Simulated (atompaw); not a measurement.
u(r) = r·R(r): atom against pseudo-atom (phosphorus)

Columns: radius, all-electron u(r) and pseudo u(r) of the 3s shell (level -13.97 eV) of phosphorus in the configuration [Ne] 3s2 3p3; PBE, scalar-relativistic, PAW (atompaw) scheme, atompaw 4.2.0.5.

```
r (bohr)  all-electron  pseudo
   0.075        0.1768  0.0385
   0.150       -0.0382  0.0776
   0.225       -0.2459  0.1177
   0.300       -0.3560  0.1592
   0.375       -0.3708  0.2024
   0.450       -0.3155  0.2475
   0.525       -0.2163  0.2945
   0.600       -0.0941  0.3431
   0.675        0.0361  0.3929
   0.750        0.1643  0.4434
   0.825        0.2842  0.4937
   0.900        0.3921  0.5431
   0.975        0.4862  0.5906
   1.050        0.5663  0.6350
   1.125        0.6327  0.6754
   1.200        0.6864  0.7110
   1.275        0.7278  0.7407
   1.350        0.7581  0.7640
   1.425        0.7783  0.7806
   1.500        0.7896  0.7903
   1.575        0.7931  0.7932
   1.650        0.7900  0.7900
   1.725        0.7812  0.7812
   1.800        0.7678  0.7678
   1.875        0.7505  0.7505
   1.950        0.7302  0.7302
```

(1) How many radial nodes do the two functions have?

(2) At about which radius was the pseudo-wave matched?

(3) Is the pseudo-wave norm-conserving?

Results:

(1) The all-electron 3s function has n − l − 1 = 2; the pseudo-wave has 0, since the states of the same l below it are removed with the core.

(2) 1.75 bohr. The columns agree to 0.0005 from 1.57 bohr on; several derivatives are matched, so the curves merge somewhat inside the radius.

(3) No, it belongs to a PAW set: the norm inside the radius is not constrained, and the difference is carried by the augmentation charge.
